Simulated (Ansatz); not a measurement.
`C[Si]N(C)C` + HCl → `C[Si]Cl` + `CNC` at 700 K and 1 bar (ligand exchange at the Si–N bond).

Isolated molecules relaxed with PBE0-D4/def2-TZVP in Ansatz; ΔE leaves out vibrations. CCSD(T)/CBS is the MP2 limit (def2-TZVPP, def2-QZVPP) plus CCSD(T) − MP2 in def2-TZVPP, frozen cores. This one scheme is used for every species. Each species was taken in one conformer, which may not be the lowest.

| species | CCSD(T)/CBS energy (Eh) | H − E (kJ/mol) | S (J/(mol·K)) |
| --- | --- | --- | --- |
| `C[Si]N(C)C` | -463.33839 | 400.1 | 478.7 |
| HCl | -460.38127 | 38.4 | 211.8 |
| `C[Si]Cl` | -788.72093 | 144.7 | 366.5 |
| `CNC` | -135.00321 | 296.9 | 352.4 |

H − E and S are ideal-gas, rigid-rotor, harmonic terms from PBE0-D4/def2-TZVP, for one conformer and one mirror image of each species. 1 Eh = 2625.50 kJ/mol, R = 8.31446 J/(mol·K).

By hand: ΔE, ΔH, ΔS and ΔG.

ΔE = (-788.72093) + (-135.00321) − (-463.33839) − (-460.38127) = -0.00448 Eh = -11.8 kJ/mol. Δ(H − E) = 144.7 + 296.9 − 400.1 − 38.4 = 3.1, so ΔH = -8.7 kJ/mol. ΔS = 366.5 + 352.4 − 478.7 − 211.8 = 28.4 J/(mol·K). ΔG = -8.7 − 700 × (28.4)/1000 = -28.6 kJ/mol.

By hand: the equilibrium constant, and the temperature at which ΔG would vanish if ΔH and ΔS stayed fixed.

log₁₀ K = −ΔG/(RT ln 10) = 2.1. ΔH and −TΔS have one sign here, so there is no such temperature.

TΔS isn't small against ΔH here. A doubt of 5 kJ/mol in ΔE shifts log₁₀ K by 0.4 here. Other conformers and mirror images would add mixing entropy, several J/(mol·K) or more a flexible species. These are equilibria of isolated gas molecules and say nothing of rates. Largest T1 diagnostic: 0.014 (customary marks: 0.02 for closed shells, 0.045 for open ones).
